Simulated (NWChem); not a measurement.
HSeCl; SMILES Cl[SeH]

```xyz
3

Se    -0.0355    -0.7115     0.0000
H      1.4329    -0.8447     0.0000
Cl    -0.0133     1.4727     0.0000
```
Atoms are numbered in this order, from 1.

All runs: NWChem. Geometry: optimised at PBE0/def2-SVP. Ions are spin-unrestricted doublets at the neutral geometry; other ion states weren't tried.

Problem. Predict the results for PBE/def2-SVP. Quantities: vertical ionisation energy, ΔSCF (eV); −ε(HOMO) (eV).

Solution. 
| Item | Value |
|---|---|
| vertical ionisation energy, ΔSCF (eV) | 9.27 |
| −ε(HOMO) (eV) | 5.61 |
